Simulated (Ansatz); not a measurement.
A nudged elastic band was laid between two geometries of Cl2GeH2 + H2O (8 atoms, charge 0, multiplicity 1).

These are results of RKS PBE-D4/def2-SVP in Ansatz 0.2.0, not measurements.

* movable images: 5
* climbing image: yes
* spring: 5.0 eV/Å²
* optimiser: quadratic models (default)
* start path: through a guess of the saddle point
* force threshold: 0.05 eV/Å
* iteration limit: 60
* end points: relaxed

First end point:

```xyz
8
Properties=species:S:1:pos:R:3
Ge -0.161 0.312 -0.016
H 0.060 0.605 1.475
Cl 1.729 -0.143 -1.013
H -0.790 1.454 -0.849
Cl -1.505 -1.390 -0.287
O 1.070 -1.958 1.585
H 1.724 -1.922 0.860
H 0.332 -2.449 1.171
```

Last end point:

```xyz
8
Properties=species:S:1:pos:R:3
Ge -0.255 -0.453 -0.687
H 1.650 -0.215 3.361
Cl 1.645 0.089 -1.575
H -1.084 0.786 -0.314
Cl -1.291 -1.701 -2.125
O 0.014 -1.363 0.819
H 0.557 -2.162 0.675
H 1.223 -0.471 2.774
```

**Question.** What changes between the two ends?

**Answer.** Bonds broken: Ge1–H2, O6–H8. Bonds formed: Ge1–O6, H2–H8. Cl2GeH2 + H2O becomes Cl2GeH2O + H2.

**Question.** What energy profile does the band end with?

**Answer.** The run converged. The highest image is number 3 of 0 to 6, 1.65 eV above the first end and 1.68 eV above the last; the last end lies 0.03 eV below the first. Neighbouring images differ by up to 1.5 eV, so the band resolves the path poorly. A vibrational analysis at the climbing image gives one clearly imaginary mode, 1225i cm⁻¹: a first-order saddle point. The orbitals stay closed-shell, which can raise the energy where a bond breaks towards radicals; this wasn't checked here.

| image | path coordinate (Å) | energy (eV) | Ge1–H2 (Å) | O6–H8 (Å) | Ge1–O6 (Å) |
| --- | --- | --- | --- | --- | --- |
| 0 | 0.00 | 0.00 | 1.54 | 0.98 | 3.04 |
| 1 | 1.59 | 0.10 | 1.54 | 0.98 | 3.13 |
| 2 | 3.17 | 0.34 | 1.55 | 0.97 | 3.06 |
| 3 | 4.76 | 1.65 | 1.86 | 1.18 | 1.99 |
| 4 | 6.07 | 0.14 | 2.82 | 2.09 | 1.79 |
| 5 | 7.39 | -0.02 | 3.76 | 2.50 | 1.78 |
| 6 | 8.70 | -0.03 | 4.48 | 2.47 | 1.78 |

**Question.** What is the geometry of the highest image?

**Answer.** 
```xyz
8
Properties=species:S:1:pos:R:3
Ge 0.151 -0.284 -0.113
H 0.951 0.332 1.449
Cl 1.789 0.448 -1.328
H -1.053 0.655 0.138
Cl -0.797 -1.762 -1.472
O 0.627 -1.739 1.152
H -0.050 -2.413 1.381
H 0.841 -0.727 1.721
```

Time of the run: 3.9 min on 2 threads of Arm Neoverse V2 (shared host), peak memory 0.15 GiB.
